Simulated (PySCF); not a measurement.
MgMe(CN), C2H3MgN.
Geometry (PBE0-D3(BJ)/def2-SVP, Å), atoms numbered from 1 in this order:
```
atom  x, y, z in Å
Mg1   -0.010   -0.014   -0.605
C2     0.035    0.050    1.469
H3     0.810    0.744    1.836
H4     0.252   -0.940    1.905
H5    -0.928    0.387    1.888
C6    -0.059   -0.083   -2.666
N7    -0.101   -0.143   -3.827
```

The computed photoelectron lines, unassigned: C 1s: 289.67 (area 1), 290.83 (area 1) eV; N 1s: 404.73 eV; Mg 1s: 1312.08 eV.

Theory: delta-SCF UKS SCAN, pcX-2 on the ionised atom, pcseg-1 elsewhere, spin-free X2C (PySCF 2.14.0). Geometry: PBE0-D3(BJ)/def2-SVP; no solvent, vibrations or thermal averaging.

**Question.** Assign the C 1s lines to atoms.

**Answer.** 289.67 eV: C2 (carbon bonded to Mg and 3 H); 290.83 eV: C6 (carbon bonded to Mg and N). Lowest listed C 1s: C2, bonded to 3 H and Mg. Highest, 1.16 eV above it: C6, bonded to N and Mg.

Bonded neighbours of each site: Mg1: 2 C; C2: 3 H and Mg; C6: N and Mg; N7: C.

**Question.** Give the binding energy of C 1s of C6 in hartree and in kJ/mol.

**Answer.** 290.83 eV = 10.6878 Eh = 28061 kJ/mol.
